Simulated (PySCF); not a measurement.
C₂H₆AlCl, singlet, geometry from GFN2-xTB (such geometries of metal compounds can be far from the true shape); R2SCAN/STO-3G (PySCF).

PySCF was given this input:
```python
from pyscf import gto, scf, dft

mol = gto.M(
    atom='''
Al    0.19336810   -0.22362314    0.20469739
C     2.04881583   -0.63261564   -0.39867224
H     2.55571720   -1.37044326    0.22610362
H     2.67493413    0.26590339   -0.40733043
H     2.05971573   -1.01409035   -1.42528396
C    -0.68671713   -0.95115699    1.83877495
H    -1.53792036   -1.59181966    1.58505454
H    -1.09258753   -0.14857686    2.46389001
H    -0.01687042   -1.54313835    2.46532995
Cl   -0.90172744    1.04775891   -0.95349682
''',
    basis='sto-3g',
    verbose=4,
)

mf = dft.RKS(mol)
mf.xc = 'r2scan'
mf.grids.atom_grid = (99, 590)
mf.grids.prune = None
mf.kernel()
```

What the program printed (banner, timings and long lists left out):

```
PySCF version 2.14.0

[INPUT] verbose = 4
[INPUT] num. atoms = 10
[INPUT] num. electrons = 48
[INPUT] charge = 0
[INPUT] spin (= nelec alpha-beta = 2S) = 0
[INPUT] symmetry False subgroup None
[INPUT] Mole.unit = angstrom
[INPUT] Symbol           X                Y                Z      unit          X                Y                Z       unit  Magmom
[INPUT]  1 Al     0.193368100000  -0.223623140000   0.204697390000 AA    0.365412750228  -0.422586489715   0.386822005513 Bohr   0.0
[INPUT]  2 C      2.048815830000  -0.632615640000  -0.398672240000 AA    3.871700798373  -1.195470301716  -0.753381347067 Bohr   0.0
[INPUT]  3 H      2.555717200000  -1.370443260000   0.226103620000 AA    4.829605559840  -2.589762430656   0.427273917573 Bohr   0.0
[INPUT]  4 H      2.674934130000   0.265903390000  -0.407330430000 AA    5.054892906952   0.502484582693  -0.769742954901 Bohr   0.0
[INPUT]  5 H      2.059715730000  -1.014090350000  -1.425283960000 AA    3.892298624159  -1.916353027064  -2.693396334136 Bohr   0.0
[INPUT]  6 C     -0.686717130000  -0.951156990000   1.838774950000 AA   -1.297707300747  -1.797426212566   3.474781060211 Bohr   0.0
[INPUT]  7 H     -1.537920360000  -1.591819660000   1.585054540000 AA   -2.906248281793  -3.008103197098   2.995318973098 Bohr   0.0
[INPUT]  8 H     -1.092587530000  -0.148576860000   2.463890010000 AA   -2.064691198815  -0.280769573848   4.656077319952 Bohr   0.0
[INPUT]  9 H     -0.016870420000  -1.543138350000   2.465329950000 AA   -0.031880473406  -2.916108853813   4.658798412188 Bohr   0.0
[INPUT] 10 Cl    -0.901727440000   1.047758910000  -0.953496820000 AA   -1.704017900605   1.979977384473  -1.801847850444 Bohr   0.0

nuclear repulsion = 190.267162115608
number of shells = 22
number of NR pGTOs = 102
number of NR cGTOs = 34
basis = sto-3g
ecp = {}

******** <class 'pyscf.dft.rks.RKS'> ********
method = RKS
initial guess = minao
damping factor = 0
level_shift factor = 0
DIIS = <class 'pyscf.scf.diis.CDIIS'>
diis_start_cycle = 1
diis_space = 8
diis_damp = 0
SCF conv_tol = 1e-09
SCF conv_tol_grad = None
SCF max_cycles = 50
direct_scf = True
direct_scf_tol = 1e-13
XC library pyscf.dft.libxc version 7.1.2
    S. Lehtola, C. Steigemann, M. J. T. Oliveira, and M. A. L. Marques,  SoftwareX 7, 1–5 (2018)
XC functionals = r2scan
    J. W. Furness, A. D. Kaplan, J. Ning, J. P. Perdew, and J. Sun,  J. Phys. Chem. Lett. 11, 8208–8215 (2020)
    J. W. Furness, A. D. Kaplan, J. Ning, J. P. Perdew, and J. Sun,  J. Phys. Chem. Lett. 11, 9248–9248 (2020)
    J. W. Furness, A. D. Kaplan, J. Ning, J. P. Perdew, and J. Sun,  J. Phys. Chem. Lett. 11, 8208–8215 (2020)
    J. W. Furness, A. D. Kaplan, J. Ning, J. P. Perdew, and J. Sun,  J. Phys. Chem. Lett. 11, 9248–9248 (2020)
radial grids:
    Treutler-Ahlrichs [JCP 102, 346 (1995); DOI:10.1063/1.469408] (M4) radial grids

becke partition: Becke, JCP 88, 2547 (1988); DOI:10.1063/1.454033
pruning grids: None
grids dens level: 3
symmetrized grids: False
atomic radii adjust function: <function treutler_atomic_radii_adjust>
User specified grid scheme (99, 590)
small_rho_cutoff = 0
Set gradient conv threshold to 3.16228e-05
Initial guess from minao.
tot grids = 584104
init E= -773.062877138223
  HOMO = -0.338894614734689  LUMO = 0.0326079179493633  gap/eV = 10.10910
cycle= 1 E= -773.535695518834  delta_E= -0.473  |g|= 0.474  |ddm|= 3.57
  HOMO = -0.129016535300587  LUMO = 0.0781479030593179  gap/eV = 5.63723
cycle= 2 E= -773.535723430999  delta_E= -2.79e-05  |g|= 0.485  |ddm|= 1.49
  HOMO = -0.1670500442519  LUMO = 0.11487087943557  gap/eV = 7.67146
cycle= 3 E= -773.615215336867  delta_E= -0.0795  |g|= 0.0209  |ddm|= 0.751
  HOMO = -0.170166677874292  LUMO = 0.114241588586678  gap/eV = 7.73914
cycle= 4 E= -773.61538103957  delta_E= -0.000166  |g|= 0.00732  |ddm|= 0.0574
  HOMO = -0.170388220045606  LUMO = 0.112709274281714  gap/eV = 7.70348
cycle= 5 E= -773.615405785705  delta_E= -2.47e-05  |g|= 0.00075  |ddm|= 0.0159
  HOMO = -0.170206350979942  LUMO = 0.112986570795117  gap/eV = 7.70607
cycle= 6 E= -773.615406072133  delta_E= -2.86e-07  |g|= 8.02e-05  |ddm|= 0.00178
  HOMO = -0.17022849555923  LUMO = 0.112980301378191  gap/eV = 7.70650
cycle= 7 E= -773.615406075557  delta_E= -3.42e-09  |g|= 2.92e-06  |ddm|= 0.000198
  HOMO = -0.170228629414436  LUMO = 0.11298034021041  gap/eV = 7.70651
cycle= 8 E= -773.615406075562  delta_E= -5.12e-12  |g|= 6.5e-07  |ddm|= 6.87e-06
  HOMO = -0.170228626747712  LUMO = 0.112980288509145  gap/eV = 7.70651
Extra cycle  E= -773.615406075562  delta_E= 6.82e-13  |g|= 3.69e-07  |ddm|= 1.9e-06
converged SCF energy = -773.615406075562
```
